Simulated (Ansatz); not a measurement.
`F[Si](F)(Cl)Cl` + H₂O → `O[Si](F)(Cl)Cl` + H–F at 700 K and 1 bar (formal hydrolysis of the Si–F bond).

Gas-phase electronic energies from Ansatz, PBE0-D4/def2-TZVP geometries. CCSD(T)/CBS is the MP2 limit (def2-TZVPP, def2-QZVPP) plus CCSD(T) − MP2 in def2-TZVPP, frozen cores. This one scheme is used for every species. One conformer a species, not always the lowest.

| species | CCSD(T)/CBS energy (Eh) | H − E (kJ/mol) | S (J/(mol·K)) |
| --- | --- | --- | --- |
| `F[Si](F)(Cl)Cl` | -1408.46553 | 81.3 | 402.0 |
| H₂O | -76.37941 | 80.5 | 218.4 |
| `O[Si](F)(Cl)Cl` | -1384.43664 | 117.7 | 430.8 |
| H–F | -100.39570 | 45.2 | 198.5 |

H − E and S are ideal-gas, rigid-rotor, harmonic terms from PBE0-D4/def2-TZVP, for one conformer and one mirror image of each species. 1 Eh = 2625.50 kJ/mol, R = 8.31446 J/(mol·K).

Question: By hand: ΔE, ΔH, ΔS and ΔG.

Answer: ΔE = (-1384.43664) + (-100.39570) − (-1408.46553) − (-76.37941) = 0.01260 Eh = 33.1 kJ/mol. Δ(H − E) = 117.7 + 45.2 − 81.3 − 80.5 = 1.1, so ΔH = 34.2 kJ/mol. ΔS = 430.8 + 198.5 − 402.0 − 218.4 = 8.9 J/(mol·K). ΔG = 34.2 − 700 × (8.9)/1000 = 28.0 kJ/mol.

Question: By hand: the equilibrium constant, and the temperature at which ΔG would vanish if ΔH and ΔS stayed fixed.

Answer: log₁₀ K = −ΔG/(RT ln 10) = -2.1. ΔG = 0 at ΔH/ΔS = 3843 K, far beyond where these terms or the molecules hold.

The number of gas molecules stays the same, so ΔS is small and ΔH decides. A doubt of 5 kJ/mol in ΔE shifts log₁₀ K by 0.4 here. Other conformers and mirror images would add mixing entropy, several J/(mol·K) or more a flexible species. These are equilibria of isolated gas molecules and say nothing of rates. Largest T1 diagnostic: 0.010 (customary marks: 0.02 for closed shells, 0.045 for open ones).
